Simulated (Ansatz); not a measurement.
Molecule: GaH3, charge 0, multiplicity 1. 
Coordinates optimised at B3LYP-D3(BJ)/def2-TZVP (Ansatz, a program for electronic structure):
```
Ga
H 1 1.5699
H 1 1.5699 2 120.00
H 1 1.5699 2 120.00 3 -180.00
```
Charge 0, spin multiplicity 1.

Property: vertical electron affinity (to the doublet state of charge -1; a negative value means that the extra electron is unbound and the number depends on the basis; each state is the SCF solution reached for its spin; the molecule has degenerate orbitals, so one determinant may break the symmetry; for the doublet T1 is 0.054), in eV. Cores are frozen in the correlated levels unless marked. UHF or UKS for open shells. Spin-orbit coupling is left out. Frozen are the shells of the preceding noble gas and the d and f shells that filled before the atom's block. No relativistic terms. Anions need diffuse functions: aug- sets have them; def2-D sets add few. CBS(X,Y): correlation extrapolated as X^-3; Hartree-Fock from the larger set.

```csv
level,program,vertical electron affinity (eV),minus last row
HF/aug-cc-pVDZ,Ansatz,-0.29,-0.46
HF/def2-SVPD,Ansatz,-0.61,-0.78
PBE0/def2-TZVPD,Ansatz,0.07,-0.10
CAM-B3LYP/def2-TZVPD,Ansatz,0.02,-0.15
B2PLYP/def2-TZVPD,Ansatz,-0.10,-0.27
MP2/aug-cc-pVDZ,Ansatz,0.03,-0.14
MP2/aug-cc-pVTZ,Ansatz,0.06,-0.11
MP2/def2-TZVPPD,Ansatz,-0.19,-0.36
MP2/aug-cc-pVQZ,Ansatz,0.07,-0.10
MP2/def2-QZVPPD,Ansatz,-0.02,-0.19
SCS-MP2/aug-cc-pVDZ,Ansatz,-0.04,-0.21
SCS-MP2/aug-cc-pVTZ,Ansatz,-0.02,-0.19
SCS-MP2/def2-TZVPPD,Ansatz,-0.29,-0.46
SCS-MP2/def2-QZVPPD,Ansatz,-0.11,-0.28
CCSD/aug-cc-pVQZ,Ansatz,0.14,-0.03
"CCSD/CBS(aug-cc-pVTZ,aug-cc-pVQZ)",Ansatz,0.12,-0.05
CCSD(T)/aug-cc-pVDZ,Ansatz,0.12,-0.05
CCSD(T)/def2-SVPD,Ansatz,-0.16,-0.33
CCSD(T)/def2-TZVPPD,Ansatz,-0.09,-0.26
CCSD(T)/aug-cc-pVQZ,Ansatz,0.18,0.01
"CCSD(T)/CBS(aug-cc-pVTZ,aug-cc-pVQZ)",Ansatz,0.17,0.00
```
